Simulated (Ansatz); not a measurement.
Born–Oppenheimer molecular dynamics of CH$_{6}$BClSi$_{2}$ (11 atoms, charge 0, multiplicity 1). It starts at the highest image of a converged band. Of that band: The profile has 2 maxima (images 3, 6) with wells between them (image 4): this band takes more than one step, which may be the mechanism or a detour left from its start path. A vibrational analysis at the climbing image gives one clearly imaginary mode, 255i cm⁻¹: a first-order saddle point.

Level of theory: UKS PBE-D4/6-31G* (Ansatz).

```json
{
  "ensemble": "NVE (velocity Verlet)",
  "time step": "0.5 fs",
  "steps asked": "200",
  "starting velocities drawn for": "300 K",
  "seed": "9063"
}
```

First frame:

```xyz
11
Properties=species:S:1:pos:R:3
Cl -0.904 2.460 -0.670
C 0.288 1.102 -0.464
Si 0.288 0.354 1.300
B -0.519 -1.355 0.757
Si -0.347 -0.615 -1.138
H 1.257 1.457 -0.845
H 0.440 1.202 2.532
H 1.507 -0.591 1.160
H -0.760 -2.405 1.281
H 0.537 -1.248 -2.178
H -1.721 -0.419 -1.713
```

**Question.** How far do the bonds stretch over the last three quarters of this one trajectory? (Pairs bonded in most of those frames.)

**Answer.** 
```csv
bond,mean (Å),spread (Å),shortest,longest
Cl1–C2,1.824,0.017,1.79,1.85
C2–Si3,1.895,0.021,1.86,1.93
C2–Si5,1.961,0.032,1.93,2.05
C2–H6,1.101,0.002,1.10,1.10
Si3–B4,1.933,0.049,1.84,2.01
Si3–Si5,2.650,0.052,2.59,2.76
Si3–H7,1.520,0.006,1.51,1.53
B4–Si5,2.036,0.020,2.01,2.08
B4–H8,1.354,0.078,1.22,1.51
B4–H9,1.207,0.052,1.12,1.28
Si5–H10,1.510,0.018,1.48,1.54
Si5–H11,1.502,0.018,1.47,1.53
```

Mean temperature of the second half: 255 K. The conserved energy stayed within 0.14 meV per atom of its start (net change 0.0092 meV per atom), so the integration is sound. A run of 0.1 ps of so small a system gives no equilibrium averages. The orbitals stay closed-shell, which can raise the energy where a bond breaks towards radicals; this wasn't checked here.

The run took 9.1 min on 2 threads of Intel(R) Xeon(R) Platinum 8488C (Sapphire Rapids) (shared host), peak memory 0.2 GiB.
